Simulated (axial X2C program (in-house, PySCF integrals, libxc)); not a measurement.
Spin–orbit effects down a group: molecules with Li (ions), PBE0

Computed with an axial X2C code built on PySCF integrals, spin-free (one-electron X2C) or two-component (2c: spin–orbit coupling with atomic mean-field Coulomb and Gaunt terms, which also bring small scalar terms), in Dyall basis sets with cores contracted in-house; open shells are unrestricted.

Basis sets: Cd dyall-cv3z, Hg dyall-cv3z, Li dyall-cv3z, Zn dyall-cv3z.

```tsv
molecule	spin-free state	Re (Å)	ωe (cm⁻¹)	De (eV)	2c state	Re 2c (Å)	ωe 2c (cm⁻¹)	De 2c (eV)
LiZn⁺	M_S = 0, Λ = 0	2.668	257.7	0.65	Ω = 0	2.668	257.7	0.65
LiCd⁺	M_S = 0, Λ = 0	2.781	250.4	0.71	Ω = 0	2.782	250.4	0.71
LiHg⁺	M_S = 0, Λ = 0	2.666	262.8	0.60	Ω = 0	2.664	263.5	0.60
```

Fragments in 2c: Zn + Li+, Cd + Li+, Hg + Li+. Each entry is the lowest single determinant of a limited PBE0 search at one distance. De goes to single-determinant-based atoms at the same level (for ions the charge split of lowest energy) and is withheld (n/a) where an atom does not fit its ground term or J level. Main or longest-lived isotopes.
